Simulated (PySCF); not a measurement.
Computed properties of B(CCH)(Cl)(OH) (C2H2BClO), SMILES C#CB(O)Cl

B(CCH)(Cl)(OH) (C2H2BClO), SMILES OB(Cl)C#C. Coordinates come from a PBE0-D3(BJ)/def2-SVP optimisation. Other conformers were not sampled. All values are computed for the isolated molecule unless a solvent is named; none is compared with measurement here.

**Structure.** The optimised structure has Cs symmetry. All 15 harmonic modes at PBE0-D3(BJ)/def2-SVP (PySCF) are real, so it is a minimum. With heavy atoms numbered as in [B:1]([C:2]#[CH:3])([Cl:5])[OH:6], the shortest bond between them is C2–C3 at 1.217 Å and the longest B1–Cl5 at 1.759 Å.

**Vibrations.** The strongest infrared lines (harmonic, unscaled, degenerate partners summed) lie at 1181 cm⁻¹ (353 km/mol, B 54 %, H 34 %), 1409 cm⁻¹ (331 km/mol, B 69 %, O 29 %), 931 cm⁻¹ (187 km/mol, H 50 %, B 28 %, O 10 %, C 10 %). The softest mode is at 146 cm⁻¹ and the zero-point energy is 25.1 kcal/mol.

**Electronic structure.** r2SCAN/def2-TZVP (PySCF) places the frontier levels at -7.47 and -2.14 eV, a gap of 5.33 eV, and gives a dipole moment of 2.87 D and a mean polarisability of 50.6 bohr³.

**Excitations.** TDDFT-B3LYP/def2-SVPD (PySCF) has S1 at 5.08 eV (244 nm, f = 0.000, dark); the most intense of the 10 singlets computed lies at 7.84 eV (f = 0.18). T1 (TDA) is at 4.52 eV. No vertical singlet excitation falls in the visible range (under 3.1 eV).

**NMR.** GIAO shifts at B3LYP/pcSseg-1 (PySCF) (non-relativistic, atoms alike by connectivity averaged): ¹³C from 87.2 to 101.0 ppm against TMS; ¹H from 3.0 to 5.9 ppm against TMS; ¹¹B at 19.7 ppm against BF3. Without spin–orbit terms, shifts of atoms bonded to Cl or Br come out too high.
